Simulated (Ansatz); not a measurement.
CH$_{3}$AlClN (`[Cl][Al]1[CH2][NH]1`). Total charge 0; spin multiplicity 1. The structure was optimised at the PBE0-D4/def2-TZVP level.

```xyz
7

Cl    1.834    2.355    1.196
Al    0.675    0.810    0.445
C    -0.063   -0.894    0.031
N    -0.658    0.387   -0.538
H    -0.711   -1.442    0.719
H     0.380   -1.568   -0.705
H    -1.457    0.353   -1.147
```

What is the dipole moment at B3LYP/def2-TZVPP? (An estimate is asked.)

Ansatz gave: 0.27 D, with components (-0.15, -0.21, -0.09) D in this frame, pointing from negative to positive charge.

And with PBE, r2SCAN, ωB97M-V? (Best estimate.)

Ansatz gave: PBE 0.38 D, r2SCAN 0.30 D, ωB97M-V 0.19 D.

Give the Mulliken charges with B3LYP, ωB97M-V, PBE in def2-TZVPP. (Best estimate.)

The calculation gave: 
```tsv
atom	B3LYP	ωB97M-V	PBE
Cl1	-0.18	-0.17	-0.16
Al2	0.46	0.47	0.37
C3	-0.21	-0.27	-0.20
N4	-0.36	-0.33	-0.31
H5	0.09	0.10	0.08
H6	0.09	0.10	0.08
H7	0.12	0.09	0.13
```

B3LYP here is the variant with VWN-RPA as its local correlation; programs differ in this.
